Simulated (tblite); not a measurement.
CH10FN3Si3.
Atom-mapped SMILES: `[F:1][CH2:2][SiH:3]1[NH:4][SiH2:5][NH:6][SiH2:7][NH:8]1` (hydrogens: H9, H10 on C2; H11 on Si3; H12 on N4; H13, H14 on Si5; H15 on N6; H16, H17 on Si7; H18 on N8)

Cartesian coordinates in Å at the GFN2-xTB level; atoms count from 1:
```xyz
18
CH10FN3Si3 angstrom
F     -3.6005    0.0524   -0.4630
C     -2.5282   -0.6600   -0.9676
Si    -1.0211   -0.4500    0.1858
N     -0.6000    1.2171    0.2375
Si     0.9316    1.8375    0.7437
N      1.9956    0.4773    0.8002
Si     1.9726   -0.9837   -0.1181
N      0.3160   -1.2848   -0.5094
H     -2.3660   -0.2862   -1.9802
H     -2.8579   -1.6980   -1.0281
H     -1.3747   -0.9762    1.5150
H     -1.3414    1.8880    0.1322
H      0.8896    2.3882    2.1051
H      1.3436    2.8492   -0.2396
H      2.8602    0.6475    1.2847
H      2.5237   -2.0336    0.7490
H      2.7104   -0.8819   -1.3858
H      0.1377   -2.0966   -1.0732
```

Method: GFN2-xTB as coded in tblite; computed harmonic values from a numerical Hessian at the method's own geometry, unscaled. The method is semi-empirical: single wavenumbers can be off by several per cent or more. Modes of hydrogen on silicon can be 10 to 20 % off. One conformer, not necessarily the lowest.

Harmonic wavenumbers (cm⁻¹): 38.3, 54.9, 72.5, 89.2, 111.8, 199.6, 239.2, 246.3, 264.2, 291.4, 322.9, 354.9, 395.6, 528.2, 549.7, 551.7, 561.8, 628.7, 646.9, 649.5, 664.8, 684.6, 726.8, 756.8, 793.8, 805.4, 812.8, 838.9, 976.0, 979.1, 995.0, 1033.8, 1149.6, 1187.4, 1211.1, 1211.8, 1284.8, 1454.9, 2166.4, 2171.8, 2183.2, 2204.2, 2209.4, 2967.5, 2977.8, 3495.5, 3498.3, 3508.8.

A = 2010, B = 803.0, C = 602.4 MHz; mass 167.017 u (most abundant isotopes); point group C1, symmetry number 1.

What is the zero-point energy?

½Σν̃ = 25874 cm⁻¹ = 73.98 kcal/mol.

Entropy at 298.15 K, 1 bar (ideal gas, RRHO, classical rotation)?

Translation 41.27, rotation 30.18, vibration 39.13: S = 110.6 cal/(mol K).

And Cp and H(298.15 K) − H(0)?

Cp = 47.11 cal/(mol K), of which vibrations give 39.16 (their classical limit is 48 R = 95.4); H(298.15 K) − H(0) = 8.40 kcal/mol without the zero-point energy, 6.03 from vibrations.

Which modes carry the vibrational entropy at 298.15 K?

38.3 cm⁻¹: 5.35; 54.9 cm⁻¹: 4.63; 72.5 cm⁻¹: 4.08; 89.2 cm⁻¹: 3.68; 111.8 cm⁻¹: 3.24; 199.6 cm⁻¹: 2.14 cal/(mol K); the other 42 give 16.02 together.

How do the functions run with temperature in this model?

| T (K) | S (cal/(mol K)) | Cp (cal/(mol K)) | H − H(0) (kcal/mol) | G − H(0) (kcal/mol) | ln q(vib) |
| --- | --- | --- | --- | --- | --- |
| 150 | 85.1 | 28.5 | 2.76 | -10.01 | 4.38 |
| 250 | 102.8 | 41.5 | 6.27 | -19.43 | 7.86 |
| 400 | 125.9 | 56.9 | 13.72 | -36.62 | 12.94 |
| 600 | 151.6 | 69.7 | 26.50 | -64.46 | 19.30 |
| 900 | 182.2 | 81.0 | 49.26 | -114.72 | 27.77 |

q(vib) and H(0) count from the zero-point level.

Blend soft modes into free rotors: weight 1/[1 + (100 cm⁻¹/ν̃)⁴] for the oscillator and the rest for a rotor with moment μB/(μ + B), μ = h/(8π²ν), B = 10⁻⁴⁴ kg m². What vibrational entropy results?

35.24 cal/(mol K) in place of 39.13, which changes −T·S at 298.15 K by +1.16 kcal/mol.

Hindered rotation and anharmonicity are outside this model. Other conformers, if any are populated, would add a mixing term that is left out. The structure is chiral; the term R ln 2 for an equal mix with its mirror image is left out.
